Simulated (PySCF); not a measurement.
Species: cis-Hf(H2O)2Br4 (singlet state).
SMILES: `[OH2]->[Hf](<-[OH2])([Br])([Br])([Br])[Br]`

Theory: TDDFT B3LYP/def2-SVPD, vertical, gas phase, core orbitals frozen in the response, def2 core potentials past Kr in PySCF 2.14.0, density-fitted response routines. Geometry: PBE0-D3(BJ)/def2-SVP; no solvent, vibrations or thermal averaging. Spin–orbit coupling is left out.

For one non-degenerate pair of states in vacuum, A = 0.6670 f ν̃² s⁻¹ with ν̃ in cm⁻¹, τ = 1/A, |μ|² = 3f / (2ΔE) in atomic units, and the integrated cross-section is ∫σ dE = 109.76 f Mb·eV.

The rates are for emission to S0 at the absorption energy, with no other channel.

Energies and rates of the computed singlets with f of 0.002 or more:

```json
{"state": "S1", "E (eV)": "4.56", "A (s⁻¹)": "3.18×10⁶"}
{"state": "S2", "E (eV)": "4.58", "A (s⁻¹)": "3.23×10⁶"}
{"state": "S3", "E (eV)": "4.63", "A (s⁻¹)": "8.53×10⁶"}
{"state": "S9", "E (eV)": "4.93", "A (s⁻¹)": "5.60×10⁷"}
```

**Question.** Which f and |μ| stand behind these rates?

**Answer.** f = A / (0.6670 ν̃²), and |μ| follows from f:

| state | f | \|μ\| (D) | τ | main configurations (H = HOMO, L = LUMO) |
| --- | --- | --- | --- | --- |
| S1 | 0.0035 | 0.45 | 310 ns | H-1→L (90%) |
| S2 | 0.0036 | 0.45 | 310 ns | H-2→L (93%) |
| S3 | 0.0092 | 0.72 | 120 ns | H→L (72%), H-1→L+1/L+2 (25%) |
| S9 | 0.053 | 1.68 | 18 ns | H-1→L+1/L+2 (≥68%), H→L (20%) |

**Question.** What is the integrated cross-section of all computed states together?

**Answer.** Σf = 0.073 over S1 to S10, so 109.76 × Σf ≈ 8.01 Mb·eV.

**Question.** By what factor does the largest A in the list exceed the smallest?

**Answer.** S9 has 18 times the rate of S1.

**Question.** Suppose S1 emitted 0.3 eV lower with the same transition dipole. How would A change?

**Answer.** At fixed |μ|, A goes as the cube of the energy: (4.26/4.56)³ = 0.82, which makes τ about 390 ns.

The vertical ionisation energy (ΔSCF) is 9.48 eV, 4.41 eV above S10.
